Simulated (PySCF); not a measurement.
Basis and Hamiltonian dependence of the excitation energy of Tl

Tl [Xe] 4f14 5d10 6s2 6p1 (2P) → Tl [Xe] 4f14 5d10 6s1 6p1 7s1 (4P). Calculated with PySCF 2.14 from differences of total energies of unrestricted determinants, without spin-orbit coupling. Values in eV.

```csv
basis,Hamiltonian,functions,UHF,PBE,PBE0,MP2 (valence),CCSD(T) (valence),CCSD(T) (valence and next inner shell)
aug-cc-pwCVDZ-PP with ECP60MDF,ECP,48,7.906,9.656,9.402,8.424,8.608,9.368
aug-cc-pVTZ-PP with ECP60MDF,ECP,55,7.868,9.649,9.393,8.432,8.599,n/a
def2-TZVPPD with the def2 core potential (60 electrons),ECP,56,7.902,9.656,9.403,8.462,8.629,9.455
"aug-cc-pVTZ-PP with one added diffuse shell each of d, f type with ECP60MDF",ECP,67,7.868,9.649,9.393,8.432,8.599,n/a
aug-cc-pVQZ-PP with ECP60MDF,ECP,92,7.844,9.642,9.384,8.456,8.607,n/a
aug-cc-pwCVTZ-PP with ECP60MDF,ECP,96,7.857,9.644,9.386,8.451,8.609,n/a
"x2c-TZVPPall with one added diffuse shell each of s, p, d, f type",spin-free X2C,99,8.089,9.796,9.541,8.623,8.779,9.574
"aug-cc-pVQZ-PP with one added diffuse shell each of s, p, d, f, g type with ECP60MDF",ECP,117,7.839,9.641,9.384,8.453,n/a,n/a
aug-cc-pVQZ-DK3,spin-free X2C,118,7.837,n/a,n/a,8.445,8.594,n/a
```

Frozen in the all-electron rows: valence: [Xe] 4f14 5d10; valence and next inner shell: [Kr] 4d10 4f14; with a core potential, the same shells as far as they lie outside it.

The upper state lies above the first ionisation limit, but in LS coupling its spin forbids autoionisation to the ground ion; at this Z spin-orbit coupling breaks that rule. A Rydberg-like electron needs more diffuse functions than a valence basis has.
